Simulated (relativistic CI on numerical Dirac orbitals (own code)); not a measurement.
# What each ingredient does to the levels of Nd XXI

Base calculation: Dirac-Coulomb-Breit CI, KLI orbitals optimised for each configuration, QED by a radiative potential, unscaled Slater integrals.

Configurations in the expansion (outside the closed core [Ar] 3d10): 4s²4p⁶4d⁴, 4s²4p⁵4d⁵, 4s²4p⁶4d³4f, 4s4p⁶4d⁵, 4s²4p⁵4d⁴4f, 4s²4p⁶4d³5s, 4s4p⁶4d⁴4f, 4s²4p⁶4d³5p, 4s²4p⁶4d²4f5s, 4s²4p⁶4d³5d, 4s²4p⁶4d²5s5p, 4s²4p⁵4d⁴5s, 4s²4p⁶4d³5f, 4s²4p⁶4d³6s, 4s²4p⁶4d³6p, 4s4p⁶4d³4f5s, 4p⁶4d⁵4f, 4s²4p⁶4d³6f, 4s²4p⁶4d³7p, 4p⁶4d⁶, 4p⁵4d⁷, 4p⁵4d⁶4f, 4s²4p⁶4d²5s², 4s²4p⁶4d4f5s², 4s²4p⁵4d²4f5s², 4s4p⁶4d²4f5s². Double excitations out of closed p, d and f shells are left out; levels of such configurations are missing from the list, as are those of other unlisted configurations, and high levels can miss mixing partners. These lack a partner that the ground configuration has and come out too high: 4s²4p⁵4d⁴5s.

Variants: (1) valence Slater integrals scaled by 0.9; (2) Breit term removed; (3) only the first configuration. Shifts of the energy above 4s²4p⁶4d⁴ ⁵D0, in cm⁻¹, for the lowest level and the first level of each name with at least 55 % of one term (blank where a level changes its place among those of its configuration and J or its character, or is not in the variant):

```tsv
Level	Base	Δ(1)	Δ(2)	Δ(3)
4s²4p⁶4d⁴ ⁵D0	0.0	0.0	0.0	0.0
4s²4p⁶4d⁴ ⁵D1	20517.1	+1673.5	+990.9	+1031.5
4s²4p⁶4d⁴ ⁵D2	35559.2	+1848.8	+1548.6	+1609.2
4s²4p⁶4d⁴ ⁵D3	45534.4	+1186.8	+1756.9	+1781.3
4s²4p⁶4d⁴ ³G3	82605.7	-2113.5	+1754.1	+2475.2
4s²4p⁶4d⁴ ³H5	87473.1	-1596.1	+2383.9	+3473.3
4s²4p⁶4d⁴ ³H6	93971.8	-2098.0	+2686.3	+3815.9
4s²4p⁶4d⁴ ³P1	94461.2	-2223.9	+1995.4	-66.0
4s²4p⁶4d⁴ ³G4	103767.3	-2748.7	+2442.2	+3469.2
4s²4p⁶4d⁴ ³G5	133052.8	-2059.1	+3504.0	+3568.3
4s²4p⁶4d⁴ ¹I6	136694.7	-2665.3	+3616.1	+4110.7
4s²4p⁶4d⁴ ³D1	138435.8	-3167.8	+2852.0	+2499.2
4s²4p⁶4d⁴ ¹S0	157941.6	-4834.3	+3050.3	+1208.1
4s²4p⁶4d⁴ ¹F3	162769.4	-5602.8	+3117.4	+2627.6
```

At this charge energies of transitions that change n are usually good to better than 1 %, and those within a shell (Δn = 0) to a few per cent. Terms inside the open d or f shell come out 10 to 20 % too wide with unscaled integrals.

Ionisation energy from the two ground configurations alone: base 601.816 eV; Breit term removed 602.069 eV. The NIST ASD value (theoretical) is 602 eV.

LS names give the leading component of a level, which can be under half, so a name can repeat, a term be missing and a line seem to break the LS rules.
